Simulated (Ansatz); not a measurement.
Coupled-cluster diagnostics for ReO3F, Ansatz.

Geometry of the singlet (PBE0-D4/def2-SVP):

```xyz
5

Re   -0.0083    0.0082   -0.0017
O    -0.6697   -0.1232   -1.5500
O    -1.2569   -0.1625    1.1225
O     0.6443    1.5569    0.1645
F     1.2906   -1.2795    0.2647
```

In the def2 sets Re takes a core potential; there is no spin–orbit coupling. Correlated methods freeze 4 core orbitals; core or outer-core shells of Re are correlated, in sets that lack core-valence functions.

Q: Estimate the CCSD(T) correlation energy, the shares of MP2 and (T), T1 and the reference's ⟨S²⟩ for: charge 0, singlet, own geometry in def2-TZVPP; and the rough time on 4 threads of Arm Neoverse V2 on a shared host.

A: 
| state | basis | correlation (eV) | MP2 share (%) | (T) share (%) | T1 | ⟨S²⟩ (pure) | wall time |
| --- | --- | --- | --- | --- | --- | --- | --- |
| charge 0, singlet, own geometry | def2-TZVPP | -42.828 | 102.1 | 6.0 | 0.024 | 0.00 (0.00) | 69 s |
Customary marks for T1 are 0.02 (closed shells), 0.045 (open shells) and about 0.05 (3d metals). T1 exceeds 0.02 in 1 of 1 rows and 0.045 in 0; the higher it lies, the less the single-reference result can be trusted.
